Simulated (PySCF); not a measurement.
BrH₂NSi, neutral, multiplicity 1.

```xyz
5

Si     0.7498    -1.1395     0.0000
Br    -0.0858     0.9820     0.0000
N     -0.7279    -1.9802     0.0000
H     -1.6489    -1.5669     0.0000
H     -0.7486    -2.9894     0.0000
```

Geometry: PBE0-D3(BJ)/def2-TZVP. Other conformers were not sampled.

Computed with KT2/pcSseg-2 run with PySCF. Non-relativistic, no solvent.

Computed absolute GIAO shielding of each atom: isotropic value and principal components (ppm):
| atom | σ(iso) | σ11 | σ22 | σ33 | span |
|---|---|---|---|---|---|
| Si1 | 164.3 | -101.8 | 287.7 | 306.9 | 408.7 |
| Br2 | 1969.4 | 1065.6 | 2073.4 | 2769.2 | 1703.6 |
| N3 | 102.0 | -63.1 | 175.5 | 193.5 | 256.7 |
| H4 | 25.7 | 21.8 | 22.0 | 33.4 | 11.7 |
| H5 | 26.2 | 22.2 | 24.1 | 32.1 | 9.8 |
